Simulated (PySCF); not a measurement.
ZnI, SMILES [Zn+][I], charge +1.

The structure is a stationary point at B3LYP-D3(BJ)/def2-TZVP. The multiplicity is an assumed one; other spin states were not compared. The def2 effective core potentials stand for the cores of I; spin–orbit coupling is left out.

Level of theory: PySCF with ωB97X/def2-TZVPD.

The molecule is in vacuum.

```
Item                                                              Result
------------------------------------------------  ----------------------
total energy                                         -2076.90577 hartree
point group                                                          C∞v
highest occupied level                                         -15.37 eV
lowest empty level                                              -8.31 eV
orbital gap                                                      7.06 eV
dipole moment about the centre of nuclear charge               1.382 e·Å
mean static polarisability                          52.7 bohr³ (7.81 Å³)
polarisability, principal values                  40.5, 40.5, 77.2 bohr³
```
